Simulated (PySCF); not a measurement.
**HoF: frontier orbitals**

PBE0 at R = 1.968 Å; basis Ho x2c-TZVPall, F x2c-TZVPall; spin-free X2C with a Gaussian nucleus; PySCF 2.14. State: quintet, about 10.4 electrons in the 4f shell (Mulliken), real f orbitals that mix terms. Only the outer orbitals are listed, counted within each symmetry.

```json
{"spin": "α", "orbital": "16σ", "occ.": "1", "ε (eV)": "-4.70", "on Ho (%)": "100", "main shells (%)": "87 Ho s"}
{"spin": "α", "orbital": "9π", "occ.": "0", "ε (eV)": "-1.22", "on Ho (%)": "100", "main shells (%)": "69 Ho p, 30 Ho d"}
{"spin": "α", "orbital": "9π", "occ.": "0", "ε (eV)": "-1.15", "on Ho (%)": "100", "main shells (%)": "70 Ho p, 30 Ho d"}
{"spin": "α", "orbital": "4δ", "occ.": "0", "ε (eV)": "-1.13", "on Ho (%)": "100", "main shells (%)": "100 Ho d"}
{"spin": "β", "orbital": "1φ", "occ.": "1", "ε (eV)": "-8.77", "on Ho (%)": "100", "main shells (%)": "100 Ho f"}
{"spin": "β", "orbital": "15σ", "occ.": "1", "ε (eV)": "-8.74", "on Ho (%)": "92", "main shells (%)": "89 Ho f"}
{"spin": "β", "orbital": "3δ", "occ.": "1", "ε (eV)": "-8.66", "on Ho (%)": "100", "main shells (%)": "100 Ho f"}
{"spin": "β", "orbital": "16σ", "occ.": "1", "ε (eV)": "-4.59", "on Ho (%)": "100", "main shells (%)": "56 Ho s, 36 Ho f"}
{"spin": "β", "orbital": "3δ", "occ.": "0", "ε (eV)": "-2.51", "on Ho (%)": "100", "main shells (%)": "63 Ho f, 34 Ho s"}
{"spin": "β", "orbital": "8π", "occ.": "0", "ε (eV)": "-0.87", "on Ho (%)": "100", "main shells (%)": "71 Ho p, 29 Ho d"}
{"spin": "β", "orbital": "8π", "occ.": "0", "ε (eV)": "-0.78", "on Ho (%)": "100", "main shells (%)": "73 Ho p, 27 Ho d"}
```

Question: Which are the highest filled and the lowest empty level, where do they sit, and how wide is the gap?

Answer: Highest filled β 16σ at -4.59 eV (in %: 56 Ho s, 36 Ho f); lowest empty β 3δ at -2.51 eV (in %: 63 Ho f, 34 Ho s); the gap at PBE0 is 2.08 eV.

- bond order (Mayer): 0.86
- ⟨S²⟩: 6.006
- charge on Ho (Mulliken, basis-dependent): 0.52
- charge on Ho (Löwdin, basis-dependent): 0.32
- dipole moment (positive dipole means Ho(−)F(+)): -2.55 D
- polarisability along the bond: 103.0 bohr³
- polarisability across the bond: 133.5 bohr³

Spin–orbit coupling is left out. With d or f electrons several states lie close, and the lowest PBE0 determinant need not be the measured ground state.
